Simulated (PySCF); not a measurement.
PySCF input (M06-2X/6-31G* (5d)):

```python
from pyscf import gto, dft

mol = gto.M(
    atom='''
    F    -1.74974500   -1.38873300   -0.39268600
    Si   -1.17669800    0.06204500    0.02162400
    Si    1.17669800   -0.06204500   -0.02162400
    F     1.74974500    1.38873300    0.39268600
    H    -1.68644900    0.38737300    1.37310900
    H    -1.69399800    1.05344100   -0.94880400
    H     1.69399800   -1.05344100    0.94880400
    H     1.68644900   -0.38737300   -1.37310900
    ''',
    basis='6-31g*',
    charge=1,
    spin=1,
    verbose=4,
)

mf = dft.UKS(mol, xc='m062x')
mf.grids.level = 4
mf.conv_tol = 1e-9
mf.max_cycle = 100
mf.max_memory = 1500
mf.kernel()
if not mf.converged:
    mf = mf.newton()
    mf.kernel(mf.make_rdm1())
mo, _, stable, _ = mf.stability(return_status=True)
if not stable:
    mf.kernel(mf.make_rdm1(mo, mf.mo_occ))
    stable = mf.stability(return_status=True)[2]
mf.dip_moment()
```

From the output:

```

cycle= 1 E= -780.4668749307  delta_E= 0.509  |g|= 0.531  |ddm|= 1.65
  alpha nocc = 25  HOMO = -0.615148331313987  LUMO = -0.27891953804003
  beta  nocc = 24  HOMO = -0.616846750266281  LUMO = -0.512554280962868
  HOMO = -0.615148331314  LUMO = -0.512554280963  gap/eV = 2.79173
cycle= 2 E= -780.394214379768  delta_E= 0.0727  |g|= 0.772  |ddm|= 1.03
  alpha nocc = 25  HOMO = -0.63497781155806  LUMO = -0.242687153565436
  beta  nocc = 24  HOMO = -0.632156656565737  LUMO = -0.476437988616515
  HOMO = -0.632156656566  LUMO = -0.476437988617  gap/eV = 4.23732
cycle= 3 E= -780.606985410141  delta_E= -0.213  |g|= 0.0516  |ddm|= 0.542
  alpha nocc = 25  HOMO = -0.613552096897465  LUMO = -0.221104827747059
  beta  nocc = 24  HOMO = -0.617383953189691  LUMO = -0.444924140528486
  HOMO = -0.613552096897  LUMO = -0.444924140528  gap/eV = 4.58860
cycle= 4 E= -780.608299575142  delta_E= -0.00131  |g|= 0.0127  |ddm|= 0.0684
  alpha nocc = 25  HOMO = -0.618183489143479  LUMO = -0.222411575101222
  beta  nocc = 24  HOMO = -0.617238093417195  LUMO = -0.445829639951179
  HOMO = -0.617238093417  LUMO = -0.445829639951  gap/eV = 4.66426
cycle= 5 E= -780.608425074415  delta_E= -0.000125  |g|= 0.00193  |ddm|= 0.0191
  alpha nocc = 25  HOMO = -0.618617256349689  LUMO = -0.222429977814228
  beta  nocc = 24  HOMO = -0.617625201011303  LUMO = -0.445794119692573
  HOMO = -0.617625201011  LUMO = -0.445794119693  gap/eV = 4.67576
cycle= 6 E= -780.608429746984  delta_E= -4.67e-06  |g|= 0.000587  |ddm|= 0.00351
  alpha nocc = 25  HOMO = -0.618835654841199  LUMO = -0.222510848551849
  beta  nocc = 24  HOMO = -0.617660604421101  LUMO = -0.445943375623651
  HOMO = -0.617660604421  LUMO = -0.445943375624  gap/eV = 4.67266
cycle= 7 E= -780.608430276647  delta_E= -5.3e-07  |g|= 0.000189  |ddm|= 0.00121
  alpha nocc = 25  HOMO = -0.618858503341126  LUMO = -0.22250012748714
  beta  nocc = 24  HOMO = -0.617654712085755  LUMO = -0.445934647065936
  HOMO = -0.617654712086  LUMO = -0.445934647066  gap/eV = 4.67274
cycle= 8 E= -780.608430356857  delta_E= -8.02e-08  |g|= 4.79e-05  |ddm|= 0.000555
  alpha nocc = 25  HOMO = -0.618860663034587  LUMO = -0.222500361250167
  beta  nocc = 24  HOMO = -0.617657634212633  LUMO = -0.445938129307163
  HOMO = -0.617657634213  LUMO = -0.445938129307  gap/eV = 4.67273
cycle= 9 E= -780.608430362239  delta_E= -5.38e-09  |g|= 1.39e-05  |ddm|= 0.000143
  alpha nocc = 25  HOMO = -0.618861614367572  LUMO = -0.222500375908496
  beta  nocc = 24  HOMO = -0.617657840142507  LUMO = -0.445939934709048
  HOMO = -0.617657840143  LUMO = -0.445939934709  gap/eV = 4.67268
cycle= 10 E= -780.608430362665  delta_E= -4.26e-10  |g|= 4.95e-06  |ddm|= 3.94e-05
  alpha nocc = 25  HOMO = -0.618861820283976  LUMO = -0.222500385467879
  beta  nocc = 24  HOMO = -0.617658394880595  LUMO = -0.445939877918865
  HOMO = -0.617658394881  LUMO = -0.445939877919  gap/eV = 4.67270
Extra cycle  E= -780.608430362695  delta_E= -3e-11  |g|= 3.6e-06  |ddm|= 8.9e-06
converged SCF energy = -780.608430362695  <S^2> = 0.75293967  2S+1 = 2.0029375
uhf_internal: lowest eigs of H = [0.09973427 0.13588158 0.26669266]
<class 'pyscf.dft.uks.UKS'> wavefunction is stable in the internal stability analysis

WARN: System has nonzero charge 1; the dipole moment is origin-dependent.
Location of origin: [0. 0. 0.]

Dipole moment(X, Y, Z, Debye): -0.00000, -0.00000, -0.00000
```

The dipole moment of an ion depends on the origin.

The geometry given is a B3LYP-D3(BJ)/def2-TZVP minimum of the species of charge 0 and multiplicity 1, not of this state.
